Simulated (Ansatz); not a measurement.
`CC(O)N[SiH3]` + `C1=C[SiH2]1` → `[SiH3]C1=C[SiH2]1` + `CC(N)O`  (formal exchange of groups at the Si–N bond)

Program: Ansatz. Geometries: PBE0-D4/def2-TZVP. ΔE: electronic, gas phase. CCSD(T)/CBS adds triple-zeta CCSD(T) − MP2 to the extrapolated MP2 energy (def2 sets, frozen cores). Functionals use def2-TZVPP. One conformer a species, not always the lowest.

`CC(O)N[SiH3]`:

Cartesian coordinates in Å:
```
C 0.228 -1.128 -1.600
C 0.159 -0.706 -0.151
O 1.293 -1.276 0.481
N 0.095 0.720 -0.007
Si -0.777 1.547 1.221
H -0.653 -0.778 -2.138
H 1.121 -0.702 -2.065
H 0.291 -2.214 -1.678
H -0.757 -1.112 0.304
H 1.312 -0.964 1.390
H 0.828 1.205 -0.504
H -2.195 1.096 1.212
H -0.264 1.313 2.606
H -0.683 2.999 0.930
```

`C1=C[SiH2]1`:

```xyz
7

C     0.659    0.075    0.745
C    -0.524   -0.528    0.665
Si   -0.085    0.286   -0.889
H     1.418    0.198    1.508
H    -1.146   -1.111    1.332
H    -0.711    1.566   -1.298
H     0.388   -0.485   -2.063
```

`[SiH3]C1=C[SiH2]1`:

```xyz
10

Si   -1.654    0.616    0.076
C     0.099    0.053   -0.054
C     1.260    0.461   -0.575
Si    1.464   -1.124    0.254
H    -1.853    1.926   -0.601
H    -2.539   -0.400   -0.549
H    -2.018    0.745    1.511
H     1.575    1.331   -1.138
H     1.568   -2.387   -0.512
H     2.100   -1.222    1.588
```

`CC(N)O`:

Cartesian coordinates in Å:
```
C 0.944 -0.633 -0.606
C -0.252 -0.208 0.212
N -0.999 0.803 -0.481
O 0.263 0.196 1.478
H 1.506 -1.407 -0.084
H 0.622 -1.009 -1.577
H 1.608 0.222 -0.762
H -0.927 -1.063 0.354
H -0.439 1.640 -0.596
H -1.847 1.053 0.010
H -0.478 0.406 2.052
```

| level | ΔE (kcal/mol) |
| --- | --- |
| PBE0-D4 | 4.9 |
| ωB97M-V | 6.2 |
| MP2/def2-TZVPP | 5.8 |
| HF/def2-QZVPP | 7.5 |

Problem. What does CCSD(T)/CBS give? (Estimate.)

Solution. The calculation gave: +5.7 kcal/mol. The listed levels differ from it by -0.8, 0.5, 0.1, 1.8 kcal/mol.

Largest T1 diagnostic among the species: 0.013.

In def2-TZVPP, CCSD(T) changes the Hartree–Fock value by −1.6 kcal/mol (the triples alone add −0.4 kcal/mol) and MP2 by −1.6 kcal/mol. From PBE to PBE0 (25 % exact exchange), in def2-TZVPP and without D4, ΔE moves by +0.9 kcal/mol.
